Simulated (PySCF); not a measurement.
[Sm(H2O)3]3+ at several levels of theory

Computed with PySCF 2.14.0 (density fitting, no spin-orbit coupling) at the geometry relaxed with PBE0:

```xyz
10
[Sm(H2O)3]3+ (singlet in the valence; each metal's 4f electrons, 5 of them, lie in its core potential, out of spins and levels)
Sm    0.0000    0.0000    0.0000
O     2.3065    0.0000    0.0000
H     2.9229   -0.7636    0.1104
H     2.9229    0.7636   -0.1104
O    -1.1532    1.9975    0.0000
H    -0.8002    2.9131    0.1104
H    -2.1227    2.1495   -0.1104
O    -1.1532   -1.9975    0.0000
H    -2.1227   -2.1495    0.1104
H    -0.8002   -2.9131   -0.1104
```

```json
{"level": "PBE0", "basis": "Sm lcecp-1-SVP with ECP51, O def2-SVP, H def2-SVP", "state": "singlet", "HOMO (eV)": "-25.05", "gap (eV)": "8.24", "charge on Sm1 (e)": "2.00", "population of f-type functions on Sm1 (polarisation alone where 4f lies in the core)": "0.05", "dipole about the centre of mass (D)": "0.00", "largest force component (eV/Å)": "0.01"}
{"level": "r2SCAN", "basis": "the same", "state": "singlet", "HOMO (eV)": "-23.63", "gap (eV)": "6.49", "charge on Sm1 (e)": "1.99", "population of f-type functions on Sm1 (polarisation alone where 4f lies in the core)": "0.05", "dipole about the centre of mass (D)": "0.00", "largest force component (eV/Å)": "0.11"}
{"level": "PBE0", "basis": "Sm lcecp-1-TZVP with ECP51, O def2-TZVP, H def2-TZVP", "state": "singlet", "HOMO (eV)": "-25.07", "gap (eV)": "8.32", "charge on Sm1 (e)": "2.22", "population of f-type functions on Sm1 (polarisation alone where 4f lies in the core)": "0.07", "dipole about the centre of mass (D)": "0.00", "largest force component (eV/Å)": "0.32"}
```

In the lcecp rows the 4f levels are missing from HOMO and gap, and the state counts the valence alone.

Charges are Mulliken's, which hang on the basis. The relaxation used the grid (50, 194), these runs (75, 302) or, all-electron (x2c bases, spin-free X2C Hamiltonian), (99, 590).

(1) What does HF with Sm lcecp-1-SVP with ECP51, O def2-SVP, H def2-SVP give here?

A frequency check found unstable modes (1, the lowest at -14 cm⁻¹), so the relaxed geometry is a saddle point, or these are noise. An lcecp potential fixes the number of 4f electrons, so in runs with it no electron can move into or out of that shell.

## Answers

(1) state singlet, HOMO (eV) -29.81, gap (eV) 16.20, charge on Sm1 (e) 2.30, population of f-type functions on Sm1 (polarisation alone where 4f lies in the core) 0.05, dipole about the centre of mass (D) 0.00, largest force component (eV/Å) 1.53. Time: 2.2 s on 2 threads of Arm Neoverse V2, with other jobs on the host, from an already converged density.
